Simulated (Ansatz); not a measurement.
Job for Ansatz (a first-principles code): R-wB97X-V/def2-TZVPP on CH6GeO2 (SMILES C[O][GeH2][OH]), a point of a torsion scan.

Ansatz 0.2 input:
```yaml
crystal:
  periodic: [false, false, false]
  atoms:
    - {symbol: C, position_ang: [1.64009464, -0.16637100, -0.06665801]}
    - {symbol: O, position_ang: [0.62225886, 0.79941379, 0.10549992]}
    - {symbol: Ge, position_ang: [-1.07846800, 0.52787389, 0.26656501]}
    - {symbol: O, position_ang: [-1.57375065, -0.28001688, -1.19930199]}
    - {symbol: H, position_ang: [2.57626339, 0.37770414, -0.20096355]}
    - {symbol: H, position_ang: [1.72623739, -0.81489308, 0.80827652]}
    - {symbol: H, position_ang: [1.45538430, -0.78451828, -0.94756543]}
    - {symbol: H, position_ang: [-1.43214006, -0.35711542, 1.44261361]}
    - {symbol: H, position_ang: [-1.58477110, 1.93096767, 0.33328315]}
    - {symbol: H, position_ang: [-2.48148893, -0.55704476, -1.29134307]}
basis:
  gaussian:
    orbitals: def2-TZVPP
hamiltonian:
  xc: {name: wB97X-V}
scf: {lower_state_search: off}
```

Program output:

```
WARN ansatz: RAYON_NUM_THREADS=1 ignored (pool sized by the plan → 1); use --threads N
Functional definition: wB97X-V
these checks for a lower state are left out or cut short: stability, starts, cluster_reference, orbital_swaps, neighbouring_geometries, increment
integrals: 0.19 GiB planned
1225 factors; their error is unknown
integrals: 0.23 GiB planned
280 factors; integrals over basis functions are off by at most 7.9e-6 eV
mean field: 1.57 GiB planned
mean field evaluation 1: about -61736.4534 eV, gradient 6.4e1 eV
mean field evaluation 2: about -61734.4280 eV, gradient 7.6e1 eV
mean field evaluation 4: about -61743.0681 eV, gradient 1.8e0 eV
mean field evaluation 8: about -61743.0850 eV, gradient 4.0e-2 eV
mean field evaluation 16: about -61743.2590 eV, gradient 2.6e-5 eV
mean field -61743.25898278 eV, -2269.0229165332 hartree, gradient 9.8e-6 eV, S^2 0.000000; 0 other end points of the search recorded, 0 dependent functions left out
reference -61743.25898082 eV, -2269.0229164610 hartree; 30, 30 occupied and 195, 195 virtual orbitals, 1225 factors
Total energy: -61743.25898082 eV, -2269.0229164610 hartree
Checks for a lower state left out: stability, starts, cluster_reference, orbital_swaps, neighbouring_geometries, increment
```

Self-consistency was reached.

Cost: about 6 core-seconds (a rough figure).
